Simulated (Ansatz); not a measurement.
This geometry of C2H4AlF (8 atoms, charge 0, multiplicity 1) is a first-order saddle point.

All numbers below come from RKS B3LYP-D4/def2-SVP in Ansatz.

```xyz
8
Properties=species:S:1:pos:R:3
C 0.862 1.048 0.474
C -0.344 0.500 0.244
Al -0.596 -1.220 -0.629
F -0.607 -2.603 0.309
H 1.802 0.553 0.198
H 0.984 2.026 0.956
H -1.212 1.095 0.566
H -0.796 -1.456 -2.175
```

Q: Which two structures does it join? (They come from a converged band through this point; their orientation in space is the band's.)

A: No bond is made or broken. The dihedral C1–C2–Al3–F4 goes from 179 to 0°.

Image 0:

```xyz
8
Properties=species:S:1:pos:R:3
C 0.621 1.255 -0.083
C -0.203 0.386 0.532
Al -0.439 -1.379 -0.220
F -1.443 -2.488 0.523
H 1.164 0.993 -1.001
H 0.803 2.272 0.289
H -0.706 0.733 1.444
H 0.294 -1.831 -1.540
```

Image 8:

```xyz
8
Properties=species:S:1:pos:R:3
C 0.637 1.247 -0.031
C -0.229 0.382 0.530
Al -0.500 -1.389 -0.203
F 0.401 -1.769 -1.560
H 1.222 0.986 -0.922
H 0.808 2.256 0.366
H -0.771 0.731 1.421
H -1.476 -2.499 0.344
```

Q: How far does it lie above each of them?

A: 0.149 eV above the first and 0.140 eV above the second. This is the barrier of this one path; another mechanism may lie lower.

The run took 49 s on 1 thread of AMD EPYC 9R45 96-Core Processor (Zen 5), on a shared host, peak memory 0.18 GiB.
